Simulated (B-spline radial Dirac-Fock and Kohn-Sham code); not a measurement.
# Atomic SCF run for Lu

ΔSCF core binding energies without Breit or QED terms, calculated with an atomic code on a B-spline grid. Keys: rel is the Hamiltonian (dirac, or spin-free x2c and nr, where L3 and M5 stand for the whole 2p and 3d shells), method is hf or an exchange,correlation pair (spin-unpolarised, also for the hole states), nuc the nuclear model, radius_factor scales its radius, rmax is the box in bohr, h the logarithmic mesh step, order the B-spline order, points the quadrature points per cell, c_factor scales the speed of light, and damp, ndamp, maxit and tol steer the iteration. The run stops when the commutator error falls below 10·tol·max(1, Z/10), or the numerical noise floor, and the energy has settled to about 1e-8 Ha; the virial ratio is −V/T.

Input (task.json):

```json
{"items": [{"Z": 71, "q": 0, "cfg": [[1, 0, 2], [2, 0, 2], [2, 1, 6], [3, 0, 2], [3, 1, 6], [3, 2, 10], [4, 0, 2], [4, 1, 6], [4, 2, 10], [4, 3, 14], [5, 0, 2], [5, 1, 6], [5, 2, 1], [6, 0, 2]], "A": 175, "rrms": 5.37, "do": "settings", "holes": ["K", "L3", "M5"],
  "settings": [{"rel": "dirac", "method": "hf", "nuc": "fermi", "radius_factor": 1.0, "rmax": 45.0, "h": 0.3, "order": 3, "points": 10, "c_factor": 1.0, "maxit": 86, "damp": 0.5, "ndamp": 3, "tol": 1e-08}]}]}
```

Command: `python xray2_run.py task.json out`

Ground-state iterations:

```
iter   energy (Ha)        error
   1   -14569.19499449  2.15e+00
   2   -14437.10601350  1.48e+00
   3   -14541.28665712  1.49e+00
   4   -14569.36686905  2.45e-01
   5   -14570.06761496  1.14e-01
   6   -14570.31208867  1.24e-01
   7   -14570.50171064  1.30e-02
   8   -14570.50670048  3.02e-03
   9   -14570.50725832  6.83e-04
  10   -14570.50728669  1.28e-04
  11   -14570.50728780  3.11e-05
  12   -14570.50728787  3.91e-06
  13   -14570.50728787  4.64e-07
```

The ground state converged in 13 iterations, with total energy -14570.50729 Ha, virial ratio 1.89756 and highest orbital energy -5.10 eV. ΔSCF binding energies: K (1s) 63619.6 eV, L3 (2p3/2) 9276.6 eV, M5 (3d5/2) 1599.5 eV.

Q: One setting is unsound. Which, and why?

A: order is too low for an accurate radial basis. With the default settings (Dirac Hartree-Fock): The ground state converged in 13 iterations, with total energy -14572.44807 Ha, virial ratio 1.89758 and highest orbital energy -5.03 eV. ΔSCF binding energies: K (1s) 63621.1 eV, L3 (2p3/2) 9275.7 eV, M5 (3d5/2) 1598.5 eV.
